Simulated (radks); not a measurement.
The numbers below are computed, except where a source is named.
Task: All-electron atom: Ti2+ in [Ne] 3s1.5 3p6 3d2.5 (fractional occupations, a model configuration). Level of theory: Dirac Kohn-Sham, PBE, spin-unpolarised, spherical densities, finite nucleus; open shells fill j = l - 1/2 first; Fermi nuclear charge, rms radius 3.5921 fm (a radial shooting solver on a logarithmic mesh with Libxc functionals).

Spin-orbit splittings of the eigenvalues, e(l+1/2) - e(l-1/2), with zeta = 2 splitting/(2l+1) and mean radii in bohr:

shell  occ.  splitting (eV)  zeta (eV)  <r> j=l-1/2  <r> j=l+1/2
2p        6               ?          ?       0.2879       0.2906
3p        6          0.6649     0.4433        1.073        1.081
3d      2.5         0.05349    0.02139        1.404        1.408
4p        0         0.06927    0.04618        3.407        3.424

Estimate the 2p splitting.

Result: 5.782 eV (zeta = 3.855 eV).
